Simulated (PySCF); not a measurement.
# How methods differ on the excitation energy of Sc²⁺

Sc²⁺ [Ar] 3d1 (2D) → Sc²⁺ [Ar] 4p1 (2P), as a difference of total energies. Computed with PySCF 2.14 in aug-cc-pVDZ (7s6p4d2f, 59 functions), with the non-relativistic Hamiltonian (point nucleus). The calculations carry no spin-orbit coupling.

| method | excitation energy (eV) |
| --- | --- |
| UHF | 7.781 |
| LDA | 8.390 |
| PBE | 8.307 |
| PBE0 | 8.362 |
| r2SCAN | 8.423 |
| TPSSh | 8.444 |
| M06 | 8.171 |
| revPBE | 8.285 |
| PW91 | 8.379 |

A first-order spin-orbit estimate (lowest level to lowest level, LS coupling) adds -0.006 eV.
